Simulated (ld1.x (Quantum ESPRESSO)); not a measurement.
**What one change does to a pseudopotential (B (Z = 5), RRKJ)**

boron (B), norm-conserving RRKJ (Kleinman–Bylander form), made with ld1.x (Quantum ESPRESSO) 7.5 (PBE, scalar-relativistic). Core [He], reference 2s2 2p0 (charge +1). Waves: 2p (bound, empty): rc 2.40 bohr; 2s (bound): rc 1.35 bohr. Local part: the s channel. Core correction: a·sin(br)/r model core inside 1.10 bohr.

All-electron outer shells of the reference configuration (PBE, scalar-relativistic, ld1.x):

```csv
shell,level (eV),outermost node (bohr),outermost maximum (bohr)
2s,-19.51,0.46,1.44
2p,-13.36,–,1.41
```

Change: all radii but the core radius scaled by about 0.82 (s 1.10, p 1.96 bohr).

Cutoffs: the cutoffs (Ry, on a coarse ladder) from which the occupation-weighted sum of valence levels, in a spherical-Bessel basis at the reference potential, stays within 10 and 1 mRy of its value at 400 Ry; they do not see the model core or the augmentation charge, which bear on the density cutoff. Errors are all-electron minus pseudo energies relative to the spin-unpolarised reference configuration.

Problem. How do hardness, ghosts and transferability respond?

Solution. The potential gets harder (21 Ry and 55 Ry → 25 Ry and 70 Ry); of the 7 tests that both files solve, the error grows in 1 and shrinks in 4 by more than 15 % and 0.3 meV (median size 43.4 → 26.0 meV); neither file shows a bound ghost. A smaller radius makes the pseudo-wave follow the all-electron one further in, where it bends more sharply, so more plane waves are needed.

```csv
quantity,base,changed
"cutoff, loose",21 Ry,25 Ry
"cutoff, tight",55 Ry,70 Ry
bound ghosts,none,none
"error for 2s2 2p1, meV [ΔE -8.22 eV]",+43,+26
"error for 2s1 2p0, meV [ΔE 25.42 eV]",+18,+18
"error for 2s2 2p0.5, meV [ΔE -5.33 eV]",+18,+11
"error for 2s2 2p1.3, meV [ΔE -8.96 eV]",+52,+31
"error for 2s1 2p2, meV [ΔE -2.37 eV]",+76,+54
"error for 2s0 2p3, meV [ΔE 3.50 eV]",+105,+95
"error for 2s1 2p1, meV [ΔE 6.14 eV]",-0.4,+8.5
```
